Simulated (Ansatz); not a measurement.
Basis-set series for ClIn, SMILES `[Cl][In]`. The species carries charge 0 and has multiplicity 1. In takes the def2 core potential. Geometry: relaxed with PBE0-D4/def2-TZVP.

```xyz
2

Cl    0.3506   -0.9259   -0.6898
In   -0.3506    0.9259    0.6898
```

```json
{"functional": "PBE0-D4", "basis": "def2-TZVPP", "functions": "92", "energy (Eh)": "-650.28093", "HOMO (eV)": "-7.26", "LUMO (eV)": "-1.79"}
{"functional": "PBE0-D4", "basis": "def2-QZVPP", "functions": "152", "energy (Eh)": "-650.29564", "HOMO (eV)": "-7.30", "LUMO (eV)": "-1.82"}
{"functional": "ωB97M-V", "basis": "def2-TZVPP", "functions": "92", "energy (Eh)": "-650.35635", "HOMO (eV)": "-9.28", "LUMO (eV)": "-0.29"}
{"functional": "ωB97M-V", "basis": "def2-QZVPP", "functions": "152", "energy (Eh)": "-650.37066", "HOMO (eV)": "-9.33", "LUMO (eV)": "-0.36"}
```

Give the rows for def2-SVP. (Best estimate.)

Ansatz gave: 
```tsv
functional	basis	functions	energy (Eh)	HOMO (eV)	LUMO (eV)
PBE0-D4	def2-SVP	44	-650.11525	-7.12	-1.68
ωB97M-V	def2-SVP	44	-650.19135	-9.10	-0.07
```
